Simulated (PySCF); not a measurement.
A database entry of computed molecular properties.

```json
{
 "formula": "C5H4O2",
 "smiles": "C#C/C=C/C(=O)O",
 "charge": 0,
 "multiplicity": 1,
 "geometry_level": "PBE0-D3(BJ)/def2-SVP",
 "atoms_angstrom": [
  ["C", 3.155, -0.224, -0.428],
  ["C", 1.994, -0.326, -0.086],
  ["C", 0.65, -0.478, 0.335],
  ["C", -0.357, 0.352, 0.008],
  ["C", -1.715, 0.07, 0.515],
  ["O", -2.018, -0.864, 1.215],
  ["O", -2.599, 0.988, 0.102],
  ["H", 4.18, -0.13, -0.735],
  ["H", 0.408, -1.336, 0.974],
  ["H", -0.21, 1.23, -0.623],
  ["H", -3.457, 0.731, 0.473]
 ],
 "electronic_structure_code": "PySCF",
 "results": {
  "PBE0-D3(BJ)/def2-SVP geometry optimisation, gas phase": {
   "point_group": "Cs",
   "rotational_constants_GHz": [10.487, 1.206, 1.082]
  },
  "PBE0/def2-SVPD ground state and vertical TDDFT (core frozen in the response)": {
   "dipole_D": 1.68,
   "homo_eV": -7.69,
   "lumo_eV": -2.32,
   "S1_eV": 4.4,
   "strongest_line_of_6_singlets_eV": 4.94,
   "polarisability_au": 73.4,
   "r2_bohr2_about_centre_of_nuclear_charge": 983.6,
   "singlets_eV_and_f": [
    [4.4, 0.0],
    [4.74, 0.0],
    [4.94, 0.448],
    [6.36, 0.018],
    [6.4, 0.0],
    [7.0, 0.213]
   ]
  }
 }
}
```

The 6 singlets span 4.40 to 7.00 eV, and their oscillator strengths add up to 0.68. No computed singlet falls in the visible range (750 to 380 nm, 1.65 to 3.26 eV); S1 lies 1.14 eV above its blue end. In atomic units the dipole is 0.66 e·bohr (1 au = 2.5417 D).

Conformer computed: `[CH:1]#[C:2]/[CH:3]=[CH:4]/[C:5](=[O:6])[OH:7]`: C3–C4–C5–O6 0°, H–O7–C5–C4 180°.

One conformer stands for the species.
